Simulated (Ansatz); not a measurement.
The cluster Te₂W⁺. Charge 1, multiplicity 2. Geometry PBE0-D4/def2-TZVP, that of the neutral singlet.

Cartesian coordinates in Å:
```
W -0.360 0.344 0.794
Te 0.526 -1.883 0.501
Te -0.166 1.539 -1.294
```

In the def2 sets Te, W take a core potential; there is no spin–orbit coupling. At PBE-D4/def2-TZVP, r2SCAN-D4/def2-TZVP, r2SCAN0-D4/def2-TZVP, ωB97X-V/def2-TZVP the charge 1 doublet is spin-contaminated (final ⟨S²⟩ up to 1.71, 0.75 for a pure state). The structure comes from a short search, and lower isomers may exist.

**Question.** Estimate the α-spin orbital energies around the gap (eV) in Ansatz with LDA (SPW92)/def2-TZVP, PBE-D4/def2-TZVP, r2SCAN-D4/def2-TZVP, r2SCAN0-D4/def2-TZVP, ωB97X-V/def2-TZVP.

**Answer.** 
| orbital | LDA (SPW92)/def2-TZVP | PBE-D4/def2-TZVP | r2SCAN-D4/def2-TZVP | r2SCAN0-D4/def2-TZVP | ωB97X-V/def2-TZVP |
| --- | --- | --- | --- | --- | --- |
| HOMO−9 | -45.80 | -45.79 | -46.74 | -49.71 | -51.40 |
| HOMO−8 | -20.75 | -20.39 | -20.75 | -22.10 | -24.74 |
| HOMO−7 | -20.38 | -20.01 | -20.32 | -21.62 | -24.21 |
| HOMO−6 | -13.05 | -12.81 | -13.10 | -14.11 | -16.11 |
| HOMO−5 | -12.54 | -12.33 | -12.66 | -13.71 | -15.68 |
| HOMO−4 | -12.52 | -12.31 | -12.61 | -13.55 | -15.40 |
| HOMO−3 | -12.08 | -11.86 | -12.14 | -13.18 | -15.01 |
| HOMO−2 | -11.92 | -11.70 | -11.96 | -13.00 | -14.74 |
| HOMO−1 | -10.97 | -10.97 | -11.60 | -12.79 | -14.63 |
| HOMO | -10.64 | -10.41 | -10.54 | -11.22 | -13.04 |
| LUMO | -9.84 | -9.63 | -9.66 | -8.95 | -7.05 |
| LUMO+1 | -9.43 | -9.21 | -9.24 | -8.60 | -6.69 |
| LUMO+2 | -8.93 | -8.68 | -8.59 | -7.77 | -5.99 |
| LUMO+3 | -8.14 | -7.91 | -7.86 | -7.22 | -5.51 |
| LUMO+4 | -6.93 | -6.73 | -6.56 | -6.00 | -4.30 |
| LUMO+5 | -5.43 | -5.29 | -5.09 | -4.41 | -2.60 |
| β HOMO | -10.70 | -10.52 | -10.81 | -11.77 | -13.43 |
| β LUMO | -9.44 | -8.97 | -8.50 | -7.49 | -6.19 |
